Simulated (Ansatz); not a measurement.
Geometry optimisation, UKS PBE0-D4/def2-SVP in Ansatz.

The input (input.yaml):

```yaml
crystal:
  periodic: [false, false, false]
  atoms:
    - { symbol: Mg, position_ang: [-0.70416, 2.1021, -1.56868] }
    - { symbol: C, position_ang: [-0.74959, 0.09373, -0.8146] }
    - { symbol: C, position_ang: [0.18141, 0.05014, 0.16599] }
    - { symbol: Si, position_ang: [0.52057, -1.49548, 1.13656] }
    - { symbol: H, position_ang: [-1.3952, 0.42912, -1.62627] }
    - { symbol: H, position_ang: [-1.28963, -0.83689, -0.99899] }
    - { symbol: H, position_ang: [0.75713, 0.95805, 0.39707] }
    - { symbol: H, position_ang: [1.49823, -1.67083, 2.20469] }
    - { symbol: H, position_ang: [-0.27419, -2.67356, 0.80029] }
total_charge: 1
magnetization:
  spin_polarized: true
basis:
  gaussian: { orbitals: def2-SVP }
hamiltonian:
  xc: pbe0
  dispersion: d4
relax:
  f_tol: 0.02
  max_steps: 50
output:
  orbitals: {}
```

Command:

```bash
$ ansatz run input.yaml --threads 2 --pin off --max-ram 3072MiB --backend cpu --events-out ev --progress --plain --runs-dir out
```

Task: Where does it end, and by what steps?

Result: It converged. Limits of this set-up: the dipole of an ion depends on the origin. After 17 steps the energy has fallen by 2.299 eV; Mg1 moved furthest, 1.57 Å. Parted: Mg1–H5.

```json
{"step": "0", "energy less start (eV)": "0.0000", "largest force component (eV/Å)": "3.294", "accepted": "yes"}
{"step": "1", "energy less start (eV)": "-0.6544", "largest force component (eV/Å)": "2.825", "accepted": "yes"}
{"step": "2", "energy less start (eV)": "-1.0887", "largest force component (eV/Å)": "0.560", "accepted": "yes"}
{"step": "3", "energy less start (eV)": "-1.2178", "largest force component (eV/Å)": "0.405", "accepted": "yes"}
{"step": "4", "energy less start (eV)": "-1.3075", "largest force component (eV/Å)": "0.419", "accepted": "yes"}
{"step": "5", "energy less start (eV)": "-1.4128", "largest force component (eV/Å)": "0.494", "accepted": "yes"}
{"step": "6", "energy less start (eV)": "-1.5650", "largest force component (eV/Å)": "0.746", "accepted": "yes"}
{"step": "7", "energy less start (eV)": "-1.7176", "largest force component (eV/Å)": "0.454", "accepted": "yes"}
{"step": "8", "energy less start (eV)": "-1.8529", "largest force component (eV/Å)": "0.364", "accepted": "yes"}
{"step": "9", "energy less start (eV)": "-1.9791", "largest force component (eV/Å)": "0.254", "accepted": "yes"}
{"step": "10", "energy less start (eV)": "-2.0982", "largest force component (eV/Å)": "0.245", "accepted": "yes"}
{"step": "11", "energy less start (eV)": "-2.1969", "largest force component (eV/Å)": "0.162", "accepted": "yes"}
{"step": "12", "energy less start (eV)": "-2.2577", "largest force component (eV/Å)": "0.159", "accepted": "yes"}
{"step": "13", "energy less start (eV)": "-2.2880", "largest force component (eV/Å)": "0.182", "accepted": "yes"}
{"step": "14", "energy less start (eV)": "-2.2963", "largest force component (eV/Å)": "0.150", "accepted": "yes"}
{"step": "15", "energy less start (eV)": "-2.2982", "largest force component (eV/Å)": "0.100", "accepted": "yes"}
{"step": "16", "energy less start (eV)": "-2.2991", "largest force component (eV/Å)": "0.043", "accepted": "yes"}
{"step": "17", "energy less start (eV)": "-2.2992", "largest force component (eV/Å)": "0.014", "accepted": "yes"}
```

```xyz
9
Properties=species:S:1:pos:R:3
Mg -1.854 2.011 -0.499
C -0.672 0.068 -1.015
C 0.380 -0.181 -0.111
Si 0.429 -1.398 1.175
H -0.409 0.476 -2.002
H -1.543 -0.604 -1.029
H 1.315 0.375 -0.269
H 1.661 -1.569 1.972
H -0.763 -2.222 1.475
```

Whether the end is a true minimum wasn't checked by a vibrational analysis.

Run time: 65 s on 2 threads of Arm Neoverse V2 (shared host), peak memory 0.27 GiB.
